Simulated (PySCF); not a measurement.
# Correlation energy of Pd(2+) (palladium, charge +2)

[Kr] 4d8, high-spin 3F determinant. Computed with PySCF 2.14 in def2-TZVPPD with the def2 core potential (28 electrons) (6s4p3d2f1g, 56 functions), with scalar relativity through the core potential. Frozen: 4s2 4p6; 8 electrons correlated.

```
  level  correlation energy (mhartree)
   CCSD                        -207.32
    (T)                          -4.80
CCSD(T)                        -212.12
```

Diagnostics: T1 = 0.00092, D1 = 0.0014, largest double amplitude 0.019.

Cost of the coupled-cluster step: of the order of 5 core-seconds, for 8 correlated electrons.
